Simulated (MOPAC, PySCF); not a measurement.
H3GaS, SMILES `[SH][GaH2]` (H–S–Ga–H torsion 180°), neutral singlet in the gas phase. 

Cartesian coordinates (Å):
SMILES: [SH][GaH2]
```xyz
5

S      1.4544    -0.6372     0.2228
Ga    -0.6789    -0.0777     0.0222
H      1.9364     0.5523    -0.1740
H     -1.6928    -1.2030     0.3950
H     -1.0190     1.3657    -0.4660
```
Charge 0, spin multiplicity 1.

All levels are single points at this geometry (B3LYP-D3(BJ)/def2-TZVP); Pople sets use spherical d functions. Orbital energies aren't observables, and empty levels follow the basis.

BP86/6-31G* in PySCF gives dipole (D) = 1.27.

### Question
Estimate the dipole (D) from each of these levels: ωB97X-D3(BJ)/def2-TZVP in PySCF; B3LYP/LANL2DZ in PySCF; HF/6-31G* in PySCF; HF/STO-3G in PySCF; AM1 in MOPAC.

### Answer

```tsv
level	dipole (D)
ωB97X-D3(BJ)/def2-TZVP in PySCF	1.32
B3LYP/LANL2DZ in PySCF	1.93
HF/6-31G* in PySCF	1.76
HF/STO-3G in PySCF	0.79
AM1 in MOPAC	1.80
```
